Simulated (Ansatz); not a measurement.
Reaction (SMILES): [NH][SiH2]N[SiH3] -> N[SiH]N[SiH3]
Geometries: B3LYP-D3(BJ)/def2-TZVP minima from Ansatz (a program for electronic structure), one conformer each, not searched for the lowest.

Quantity: isomerisation energy (electronic energy difference), in eV. Correlated levels leave the core frozen unless marked. UHF or UKS for open shells. No spin-orbit coupling. No relativistic terms. Basis-set limits of correlation are two-point, X^-3; Hartree-Fock from the larger set.

CCSD(T)/CBS(cc-pV(T+d)Z,cc-pV(Q+d)Z) (Ansatz) gives -0.88 eV.

### Question
Another calculation gave -0.87 eV. Which level was it?
A. SVWN5/def2-TZVPD (Ansatz)
B. PBE/def2-TZVPD (Ansatz)
C. BHLYP/def2-TZVPD (Ansatz)
D. B2GP-PLYP/def2-TZVPD (Ansatz)

### Answer
D, B2GP-PLYP/def2-TZVPD (Ansatz). The others give -0.99 (PBE), -0.69 (BHLYP), -1.26 (SVWN5) eV.
